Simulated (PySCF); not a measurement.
## What binds IO: the parts of the energy along the bond

State: ²Π, doublet, unpaired electrons π ↑. ROHF-based CCSD(T) in PySCF 2.14 with I cc-pVTZ-PP with ECP28, O cc-pVTZ and I cc-pVQZ-PP with ECP28, O cc-pVQZ (frozen core orbitals: 10; scalar-relativistic core potentials). Correlation energies are extrapolated as n⁻³ (n = 3, 4), Hartree–Fock as (n+1)·exp(−9√n). All energies in eV from I + O.

| R (Å) | HF/CBS | CCSD corr. | (T) | total |
| --- | --- | --- | --- | --- |
| 1.6656 | 1.051 | -2.327 | -0.2577 | -1.534 |
| 1.7413 | 0.400 | -2.244 | -0.2633 | -2.107 |
| 1.8171 | 0.042 | -2.148 | -0.2700 | -2.376 |
| 1.8928 | -0.098 | -2.067 | -0.2764 | -2.441 |
| 1.9685 | -0.082 | -2.010 | -0.2823 | -2.375 |
| 2.0631 | 0.089 | -1.978 | -0.2908 | -2.179 |
| 2.1578 | 0.371 | -1.985 | -0.3028 | -1.917 |

A fit to the total gives Re = 1.8870 Å, De = 2.442 eV, ωe = 670.6 cm⁻¹, Be = 0.3333 cm⁻¹ (masses 126.9045 and 15.9949 u).

Task: At R = 1.8928 Å the CCSD correlation energy is -0.369819 hartree in the smaller basis and -0.403480 in the larger. Extrapolate it.

Result: (4³·E4 − 3³·E3)/(4³ − 3³) = -0.42804 hartree; the larger basis holds 94.3 % of it.

The T1 diagnostic is 0.063, large enough to doubt a single reference. The state was picked by a PBE0 search and need not be the measured ground state. Spin–orbit coupling, excitations beyond (T) and corrections to the Born–Oppenheimer picture are left out, and spin–orbit coupling matters for open p, d or f shells this heavy.
